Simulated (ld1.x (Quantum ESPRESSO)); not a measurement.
**I, TM: configuration errors across variants**

iodine (I), norm-conserving Troullier–Martins (Kleinman–Bylander form), made with ld1.x (Quantum ESPRESSO) 7.5 (LDA (PZ), non-relativistic). Core [Kr], reference 4d10 5s2 5p5. Waves: 5s (bound): rc 1.35 bohr; 5p (bound): rc 1.90 bohr; 4d (bound): rc 1.40 bohr. Local part: all-electron potential smoothed inside 1.15 bohr (lloc = -1). Core correction: a·sin(br)/r model core inside 1.35 bohr.

All-electron excitation energies from the reference (eV): (1) 4d10 5s2 5p4 11.332; (2) 4d10 5s2 5p3 31.354; (3) 4d10 5s2 5p2 60.838; (4) 4d10 5s1 5p5 20.815; (5) 4d10 5s1 5p6 9.004; (6) 4d10 5s2 5p1 100.409; (7) 4d10 5s2 5p5 spin -0.120; (8) 4d10 5s2 5p4 spin 10.775.

Spin tests fill each open shell by Hund’s rule, majority spin first.

Tests that are not counted but printed errors over 1 eV. “base”: 4d9 5s2 5p5 (solver errors, printed error -2943 eV). “wave 4d (bound): rc 1.40 bohr becomes 4d (bound): rc 1.08 bohr”: 4d9 5s2 5p5 (solver errors, printed error -2186 eV). “wave 5p (bound): rc 1.90 bohr becomes 5p (bound): rc 2.64 bohr”: 4d9 5s2 5p5 (solver errors, printed error -2938 eV). “wave 5s (bound): rc 1.35 bohr becomes 5s (bound): rc 1.84 bohr”: 4d9 5s2 5p5 (solver errors, printed error -2200 eV).

3 further variants failed, have other tests or another functional or relativity, and are left out.

A true bound ghost makes a file unfit for plane-wave use even where its test errors are small: the radial tests pick states by their node count and pass the ghost by. Where a test does run into it, the solver fails or the error is huge.

Errors AE − PS in meV (a dash: test not solved or not reliable):

```tsv
change	(1)	(2)	(3)	(4)	(5)	(6)	(7)	(8)	bound ghosts
base	+1.2	+6.9	+21	-5.7	-9.9	+48	+1.6	+8.8	s, p
wave 4d (bound): rc 1.40 bohr becomes 4d (bound): rc 1.08 bohr	+1.2	+6.9	+21	-5.6	-9.9	+48	+1.6	+8.9	s, p
wave 5p (bound): rc 1.90 bohr becomes 5p (bound): rc 2.64 bohr	+0.5	+0.3	-6.5	+2.0	-4.1	-32	-0.4	-1.8	s, p
wave 5s (bound): rc 1.35 bohr becomes 5s (bound): rc 1.84 bohr	+1.7	+9.8	+30	+2.2	-1.1	+71	+1.6	+9.3	s, p
local potential all-electron potential smoothed inside 2.14 bohr (lloc = -1)	+5.2	+28	+77	+9.2	-6.9	+160	+1.8	+13	none
```

Problem. Give the same row for: core correction none.

Solution. +1.6, +9.7, +32, -0.6, -5.6, +78, +3.6, +20; bound ghosts: s, p. Not counted: 4d9 5s2 5p5 (solver errors, printed error -2322 eV).
